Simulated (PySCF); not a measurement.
Cl2Pb, singlet, at a GFN2-xTB geometry (such geometries of metal compounds can be far from the true shape) (core potentials on Pb). Base run: TPSS/def2-SVP (PySCF).

PySCF was given this input:
```python
from pyscf import gto, scf, dft

mol = gto.Mole()
mol.atom = '''
    Pb    0.007651   -0.011172    0.463444
    Cl    1.261912    1.446514   -1.104634
    Cl   -1.298818   -1.392625   -1.130800
'''
mol.basis = 'def2-svp'
mol.ecp = {'Pb': 'def2-svp'}
mol.charge = 0
mol.spin = 0
mol.verbose = 4
mol.build()

mf = dft.RKS(mol)
mf.xc = 'tpss'
mf.kernel()
mf.analyze()
```

Each row names what was changed in the base input (with any setting that the change needs).

```
change                                           ΔE vs base (mEh)  fitting functions  dipole (D)        outcome
-----------------------------------------------  ----------------  -----------------  ----------  -------------
base                                                        0.000                  -        4.21      converged
auxbasis = autoaux                                         -0.047                519        4.21      converged
auxbasis = def2-universal-jkfit                            -0.033                507        4.21      converged
auxbasis = cc-pvtz-jkfit                                        -                  -           -  input refused
auxbasis = even-tempered beta=1.6                          -0.003                755        4.21      converged
auxbasis = even-tempered beta=2.0                          -0.135                522        4.21      converged
auxbasis = def2-tzvp-ri                                         -                  -           -  input refused
auxbasis = default (with mf = mf.density_fit())            -0.293                160        4.21      converged
auxbasis = cc-pvdz-jkfit                                        -                  -           -  input refused
auxbasis = def2-svp-ri                                          -                  -           -  input refused
```

A fitting set is made for a task (jfit for Coulomb, jkfit for Coulomb and exchange, ri for correlation) and for a family of orbital bases.

- auxbasis = cc-pvtz-jkfit: ended with `pyscf.lib.exceptions.BasisNotFoundError: Basis set not found for Pb in cc-pvtz-jkfit`
- auxbasis = def2-tzvp-ri: ended with `pyscf.lib.exceptions.BasisNotFoundError: Basis set not found for Pb in def2-tzvp-ri`
- auxbasis = cc-pvdz-jkfit: ended with `pyscf.lib.exceptions.BasisNotFoundError: Basis set not found for Pb in cc-pvdz-jkfit`
